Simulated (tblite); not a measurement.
C₄H₈OSi₂.
Numbering: `[CH2:1]=[CH:2][Si@H:3]1[CH2:4][SiH2:5][C:6]1=[O:7]` (hydrogens: H8, H9 on C1; H10 on C2; H11 on Si3; H12, H13 on C4; H14, H15 on Si5)

The geometry is computed with GFN2-xTB (gas phase).

Give the optimised bond lengths and angles.

```json
{"bond": "C1=C2", "length (Å)": "1.326"}
{"bond": "C2–Si3", "length (Å)": "1.879"}
{"bond": "Si3–C4", "length (Å)": "1.924"}
{"bond": "C4–Si5", "length (Å)": "1.918"}
{"bond": "Si5–C6", "length (Å)": "1.958"}
{"bond": "C6=O7", "length (Å)": "1.204"}
{"bond": "Si3–C6", "length (Å)": "1.966"}
{"bond": "C1–H8", "length (Å)": "1.080"}
{"bond": "C1–H9", "length (Å)": "1.078"}
{"bond": "C2–H10", "length (Å)": "1.084"}
{"bond": "Si3–H11", "length (Å)": "1.465"}
{"bond": "C4–H12", "length (Å)": "1.088"}
{"bond": "C4–H13", "length (Å)": "1.088"}
{"bond": "Si5–H14", "length (Å)": "1.462"}
{"bond": "Si5–H15", "length (Å)": "1.461"}
```

A selection of angles:
```json
{"angle": "C2–C1–H8", "degrees": "122.4"}
{"angle": "C2–C1–H9", "degrees": "121.9"}
{"angle": "H8–C1–H9", "degrees": "115.7"}
{"angle": "C1–C2–Si3", "degrees": "125.2"}
{"angle": "C1–C2–H10", "degrees": "118.2"}
{"angle": "Si3–C2–H10", "degrees": "116.6"}
{"angle": "C2–Si3–C4", "degrees": "116.0"}
{"angle": "C2–Si3–C6", "degrees": "112.1"}
{"angle": "C2–Si3–H11", "degrees": "110.3"}
{"angle": "C4–Si3–C6", "degrees": "83.8"}
{"angle": "C4–Si3–H11", "degrees": "116.4"}
{"angle": "C6–Si3–H11", "degrees": "116.1"}
{"angle": "Si3–C4–Si5", "degrees": "97.2"}
{"angle": "Si3–C4–H12", "degrees": "112.9"}
{"angle": "Si3–C4–H13", "degrees": "114.3"}
{"angle": "Si5–C4–H12", "degrees": "113.0"}
{"angle": "Si5–C4–H13", "degrees": "114.3"}
{"angle": "H12–C4–H13", "degrees": "105.4"}
{"angle": "C4–Si5–C6", "degrees": "84.1"}
{"angle": "C4–Si5–H14", "degrees": "115.2"}
{"angle": "C4–Si5–H15", "degrees": "116.0"}
{"angle": "C6–Si5–H14", "degrees": "113.8"}
{"angle": "C6–Si5–H15", "degrees": "115.2"}
{"angle": "H14–Si5–H15", "degrees": "110.4"}
{"angle": "Si5–C6–O7", "degrees": "132.7"}
{"angle": "Si3–C6–Si5", "degrees": "94.6"}
{"angle": "Si3–C6–O7", "degrees": "132.7"}
```

Torsions: C1–C2–Si3–C4 -15° (synperiplanar); C2–Si3–C4–Si5 108° (anticlinal); Si3–C4–Si5–C6 4° (synperiplanar); C4–Si5–C6–O7 175° (antiperiplanar); C2–Si3–C6–Si5 -112° (anticlinal).

Si5 (SiH2 silicon) has angles from 84.1° to 116.0°. The C–Si distances run from 1.879 Å (C2–Si3, drawn single) to 1.966 Å (Si3–C6, drawn single), a spread of 0.087 Å. The 4-membered ring Si3–C4–Si5–C6 has internal angles of 83.8° to 97.2° (sum 360°, against 360° for a flat polygon); it is slightly puckered (a soft mode that the optimisation may not have finished), 0.03 Å rms from its mean plane, widest ring torsion 4°. Si3 (SiH silicon) has angles from 83.8° to 116.4°.

Point group: C1 (no symmetry element, even within 0.4 Å). Its GFN2-xTB frequencies are all real (lowest 22 cm⁻¹). One conformer, not necessarily the lowest.

On one thread, Arm Neoverse N1 (aarch64), on a shared host, this took 1.4 s wall. These figures are those of the optimisation.
